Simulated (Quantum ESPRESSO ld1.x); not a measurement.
The ruthenium ion Ru2+, 42 electrons, occupied as [Ar] 3d10 4s1 4p6 4d6 5p1 (not the ground configuration). Calculated with ld1.x of Quantum ESPRESSO 7.5: scalar-relativistic Kohn-Sham, LDA (Slater exchange, Perdew-Zunger correlation), spin-polarised, spherical densities, point nucleus; open shells are filled with parallel spins first.

Normalised radial functions P(r) = r R(r), r in bohr:

```
   r/bohr * 5p down, o 5d down (the largest magnitude, 0.642, reaches the edge; | marks zero, & curves that meet)
 0.002129                             &
 0.002908                             &
 0.003973                             &
 0.005428                             &
 0.007415                             &
  0.01013                             o*
  0.01384                             o*
  0.01891                             o*
  0.02583                             o *
  0.03529                             o  *
  0.04821                             |o  *
  0.06586                             |o   *
  0.08998                             | o  *
   0.1229                             |  &
   0.1679                           * |    o
   0.2294                      *      |     o
   0.3134                     *       |    o
   0.4282                          *  | o
    0.585                         o   |      *
   0.7992                    o        |            *
    1.092                   o         |        *
    1.492                       &     |
    2.038        *                    |  o
    2.784  *                          |             o
    3.803       *                     |                    o
    5.196                  *          |                   o
    7.098                          *  |           o
    9.697                             *   o
    13.25                             *o
     18.1                             &
```

5p down (empty): eigenvalue -14.597 eV, 3 radial nodes at r = 0.150, 0.473, 1.34 bohr, <r> = 3.18 bohr, 90 % of the charge inside 4.64 bohr. 5d down (empty): eigenvalue -7.559 eV, 2 radial nodes at r = 0.472, 1.84 bohr, <r> = 4.81 bohr, 90 % of the charge inside 7.01 bohr.
